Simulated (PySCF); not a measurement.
## Radial density of Cd³⁵⁺ (cadmium, charge +35)

BLYP, [Ne] 3s2 3p1, 2P determinant. Calculation: PySCF 2.14, in an uncontracted even-tempered set (16 s from 5.3 bohr⁻², ratio 2.5; 10 p from 6.9 bohr⁻², ratio 2.5; 4 d from 29 bohr⁻², ratio 2.7; 4 f from 43 bohr⁻², ratio 2.7); the non-relativistic Hamiltonian (point nucleus).

```json
{"r (bohr)": "0.000577", "4πr²ρ (e/bohr)": "0.3094", "4πr²(ρα − ρβ)": "0.0000"}
{"r (bohr)": "0.000970", "4πr²ρ (e/bohr)": "0.8428", "4πr²(ρα − ρβ)": "0.0000"}
{"r (bohr)": "0.00163", "4πr²ρ (e/bohr)": "2.238", "4πr²(ρα − ρβ)": "0.0000"}
{"r (bohr)": "0.00274", "4πr²ρ (e/bohr)": "5.689", "4πr²(ρα − ρβ)": "0.0000"}
{"r (bohr)": "0.00462", "4πr²ρ (e/bohr)": "13.45", "4πr²(ρα − ρβ)": "0.0005"}
{"r (bohr)": "0.00777", "4πr²ρ (e/bohr)": "28.14", "4πr²(ρα − ρβ)": "0.0051"}
{"r (bohr)": "0.0131", "4πr²ρ (e/bohr)": "48.08", "4πr²(ρα − ρβ)": "0.0344"}
{"r (bohr)": "0.0220", "4πr²ρ (e/bohr)": "59.67", "4πr²(ρα − ρβ)": "0.1826"}
{"r (bohr)": "0.0370", "4πr²ρ (e/bohr)": "51.52", "4πr²(ρα − ρβ)": "0.6935"}
{"r (bohr)": "0.0622", "4πr²ρ (e/bohr)": "55.26", "4πr²(ρα − ρβ)": "1.4522"}
{"r (bohr)": "0.105", "4πr²ρ (e/bohr)": "68.25", "4πr²(ρα − ρβ)": "0.6730"}
{"r (bohr)": "0.176", "4πr²ρ (e/bohr)": "27.52", "4πr²(ρα − ρβ)": "0.7061"}
{"r (bohr)": "0.296", "4πr²ρ (e/bohr)": "13.84", "4πr²(ρα − ρβ)": "4.1060"}
{"r (bohr)": "0.498", "4πr²ρ (e/bohr)": "2.631", "4πr²(ρα − ρβ)": "0.7793"}
{"r (bohr)": "0.837", "4πr²ρ (e/bohr)": "0.02354", "4πr²(ρα − ρβ)": "0.0057"}
```

A non-relativistic calculation at this Z misses sizeable relativistic shifts. Spin-orbit coupling, absent here, splits the open shell strongly.
